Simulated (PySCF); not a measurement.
Stepwise substitution at one centre (Sn F-NH2). Isolated molecules, 0 K electronic values unless said otherwise. One relaxed conformer stands for each flexible species; it need not be the lowest. Strings in code marks are SMILES.

All values below come from TPSSh-D3(BJ)/def2-TZVP // CAM-B3LYP-D3(BJ)/def2-TZVP run with PySCF. Excitations are Tamm–Dancoff values on a coarser integration grid. The basis has no diffuse functions, so Rydberg states are missing or too high.

```csv
species,S1 oscillator strength,S1 excitation (TDA) (eV),LUMO (eV),brightest of the four lowest singlets (TDA) (eV),HOMO–LUMO gap (eV)
0 of 4 F replaced by NH2,0.000,6.50,-4.05,6.90,7.19
2 of 4 F replaced by NH2,0.050,5.18,-1.85,5.18,5.54
4 of 4 F replaced by NH2 (`[NH2][Sn]([NH2])([NH2])[NH2]`),0.000,5.29,-0.59,5.54,5.65
```
